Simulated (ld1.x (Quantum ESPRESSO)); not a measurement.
**Br, ultrasoft: configuration errors across variants**

Br, ultrasoft, made with ld1.x (Quantum ESPRESSO) 7.5 (PBE, scalar-relativistic). Core [Ar] 3d10, reference 4s2 4p2 (charge +3). Waves: 4s (bound): rcut 1.25, rcutus 1.35 bohr; 4s channel at -2 Ry: rcut 1.25, rcutus 1.35 bohr; 4p (bound): rcut 1.40, rcutus 1.65 bohr; 4p channel at 0.8 Ry: rcut 1.40, rcutus 1.65 bohr. Local part: all-electron potential smoothed inside 1.20 bohr (lloc = -1). Core correction: Bessel-smoothed model core, default radius (core density twice the valence density). Augmentation charge: built from norm-conserving waves at rcut, not smoothed further.

All-electron excitation energies from the reference (eV): (1) 4s2 4p5 -69.297; (2) 4s2 4p4 -56.743; (3) 4s2 4p3 -33.982; (4) 4s1 4p5 -43.739; (5) 4s2 4p4.5 -64.222; (6) 4s1 4p6 -56.926; (7) 4s2 4p1 46.024.

The default core radius of the base comes out at 1.09 bohr.

2 further variants failed, have other tests or too few solved ones, and are left out.

Errors AE − PS in meV (a dash: test not solved or not reliable):

| change | (1) | (2) | (3) | (4) | (5) | (6) | (7) | bound ghosts |
| --- | --- | --- | --- | --- | --- | --- | --- | --- |
| base | -9.5 | -5.9 | -0.2 | +3.9 | -8.2 | +2.9 | -20 | none |
| core correction Bessel-smoothed model core inside 1.04 bohr | -9.7 | -6.0 | -0.2 | +3.9 | -8.3 | +2.9 | -20 | none |
| wave 4p channel at 0.8 Ry: rcut 1.40, rcutus 1.65 bohr becomes 4p channel at -1.33 Ry: rcut 1.40, rcutus 1.65 bohr | -13 | -7.6 | -0.6 | +2.5 | -11 | -0.1 | -20 | none |
| augmentation PSQ, inside the norm-conserving radii | -39 | -25 | -6.7 | +0.2 | -33 | -7.4 | -31 | none |
| waves 4p (bound): rcut 1.40, rcutus 1.60 bohr; 4p channel at 0.8 Ry: rcut 1.40, rcutus 1.60 bohr | -9.6 | -5.9 | -0.2 | +3.8 | -8.2 | +2.8 | -20 | none |
| all radii but the core radius scaled by about 1.19 (s 1.60, p 1.96 bohr, rcut 1.48/1.66); local potential all-electron potential smoothed inside 1.42 bohr (lloc = -1) | -558 | -269 | -63 | -243 | -410 | -531 | -50 | not determined |
| local potential all-electron potential smoothed inside 1.24 bohr (lloc = -1) | -9.5 | -5.9 | -0.1 | +3.9 | -8.2 | +2.9 | -20 | none |

Task: Give the same row for: waves 4s (bound): rcut 1.25, rcutus 2.04 bohr; 4s channel at -2 Ry: rcut 1.25, rcutus 2.04 bohr.

Result: -9.3, -5.6, 0.0, +4.7, -7.9, +3.9, -19; bound ghosts: none.
